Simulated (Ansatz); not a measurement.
Isolated molecules relaxed with PBE0-D4/def2-TZVP in Ansatz; ΔE leaves out vibrations. CCSD(T)/CBS adds triple-zeta CCSD(T) − MP2 to the extrapolated MP2 energy (def2 sets, frozen cores). This one scheme is used for every species. DFT in def2-TZVPP. B3LYP here is the variant with VWN-RPA as its local correlation; programs differ in this. For Ga outer-core shells are correlated without core-valence functions, which leaves a few kJ/mol of doubt a bond. Scalar relativity is left out up to krypton. One conformer a species, not always the lowest.

Reaction (ligand exchange at the Si–C bond): `[SiH3][CH2][GaH2]` + `[OH][Al]([OH])[O][SiH3]` → `[OH][Al]([O][SiH3])[O][SiH3]` + `[CH3][GaH2]`

```
             level  ΔE (kJ/mol)  difference from CCSD(T)/CBS
            PBE-D4        -83.7                         12.6
           ωB97M-V        -97.5                         -1.2
            B2PLYP       -103.8                         -7.5
               PBE        -85.5                         10.8
            r2SCAN        -96.8                         -0.5
              PBE0        -91.1                          5.2
             B3LYP       -105.0                         -8.7
     HF/def2-TZVPP       -124.2                        -27.9
    MP2/def2-TZVPP        -97.5                         -1.2
SCS-MP2/def2-TZVPP       -103.4                         -7.1
   CCSD/def2-TZVPP       -101.5                         -5.2
CCSD(T)/def2-TZVPP        -97.7                         -1.4
    MP2/def2-QZVPP        -97.4                         -1.1
SCS-MP2/def2-QZVPP       -103.4                         -7.1
      HF/CBS(def2)       -126.5                        -30.2
     MP2/CBS(def2)        -96.1                          0.2
       CCSD(T)/CBS        -96.3                            0
```

Largest T1 diagnostic among the species: 0.012.

From PBE to PBE0 (25 % exact exchange), in def2-TZVPP and without D4, ΔE moves by −5.6 kJ/mol. The D4 term adds +3.1 kJ/mol with B3LYP and +1.3 kJ/mol with PBE0; it sums over pairs of atoms, weighted by their polarisabilities, and B3LYP, whose exchange is more repulsive, gets the larger term. In def2-TZVPP, CCSD(T) changes the Hartree–Fock value by +26.5 kJ/mol (the triples alone add +3.8 kJ/mol) and MP2 by +26.7 kJ/mol.
